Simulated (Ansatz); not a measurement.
`C#C[SiH2]F` + `BB` → `BB[SiH2]F` + acetylene at 298.15 K and 1 bar (formal exchange of groups at the Si–C bond).

Program: Ansatz. Geometries: PBE0-D4/def2-TZVP. ΔE: electronic, gas phase. CCSD(T)/CBS is the MP2 limit (def2-TZVPP, def2-QZVPP) plus CCSD(T) − MP2 in def2-TZVPP, frozen cores. This one scheme is used for every species. Each species was taken in one conformer, which may not be the lowest.

```csv
species,CCSD(T)/CBS energy (Eh),H − E (kJ/mol),S (J/(mol·K))
`C#C[SiH2]F`,-466.78369,118.6,299.0
`BB`,-51.92346,113.4,231.9
`BB[SiH2]F`,-441.46272,153.9,327.9
`C#C`,-77.22717,80.8,200.2
```

H − E and S are ideal-gas, rigid-rotor, harmonic terms from PBE0-D4/def2-TZVP, for one conformer and one mirror image of each species. 1 Eh = 2625.50 kJ/mol, R = 8.31446 J/(mol·K).

Q: By hand: ΔE, ΔH, ΔS and ΔG.

A: ΔE = (-441.46272) + (-77.22717) − (-466.78369) − (-51.92346) = 0.01726 Eh = 45.3 kJ/mol. Δ(H − E) = 153.9 + 80.8 − 118.6 − 113.4 = 2.7, so ΔH = 48.0 kJ/mol. ΔS = 327.9 + 200.2 − 299.0 − 231.9 = -2.8 J/(mol·K). ΔG = 48.0 − 298.15 × (-2.8)/1000 = 48.8 kJ/mol.

Q: By hand: the equilibrium constant, and the temperature at which ΔG would vanish if ΔH and ΔS stayed fixed.

A: log₁₀ K = −ΔG/(RT ln 10) = -8.5. ΔH and −TΔS have one sign here, so there is no such temperature. One of them is within its doubt of zero, so this could turn.

The number of gas molecules stays the same, so ΔS is small and ΔH decides. A doubt of 5 kJ/mol in ΔE shifts log₁₀ K by 0.9 here. Other conformers and mirror images would add mixing entropy, several J/(mol·K) or more a flexible species. These are equilibria of isolated gas molecules and say nothing of rates. Largest T1 diagnostic: 0.014 (customary marks: 0.02 for closed shells, 0.045 for open ones).
